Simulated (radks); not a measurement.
Q: All-electron atom: Gd XLI in [Ar] 3d6. All-electron calculation, scalar-relativistic Kohn-Sham, SCAN, spin-polarised, spherical densities, finite nucleus; open shells are filled with parallel spins first (spin-orbit coupling, left out, can overturn this in heavy ions); meta-GGA in the generalised Kohn-Sham scheme; Fermi nuclear charge, rms radius 5.1569 fm. Program: a radial shooting solver on a logarithmic mesh with Libxc functionals. Some entries of the table are withheld. Estimate them.

orbital  occ.  eigenvalue (Ry)  <1/r> (bohr^-1)  r(max) (bohr)
1s up       1        -3838.038            71.65        0.01392
1s down     1        -3837.992            71.65        0.01392
2s up       1        -757.9832            16.71        0.07878
2s down     1        -756.5917            16.74        0.07873
2p up       3        -691.0978            15.58        0.06382
2p down     3        -689.9813            15.60        0.06375
3s up       1        -268.4258              (1)         0.2184
3s down     1        -266.7497              (2)         0.2187
3p up       3        -247.5547            6.070         0.2130
3p down     3        -245.8235            6.040         0.2135
3d up       5        -222.5610              (3)            (4)
3d down     1        -220.4167              (5)            (6)

A: 
(1) 3s up <1/r> (bohr^-1): 6.429
(2) 3s down <1/r> (bohr^-1): 6.398
(3) 3d up <1/r> (bohr^-1): 5.772
(4) 3d up r(max) (bohr): 0.1719
(5) 3d down <1/r> (bohr^-1): 5.754
(6) 3d down r(max) (bohr): 0.1721
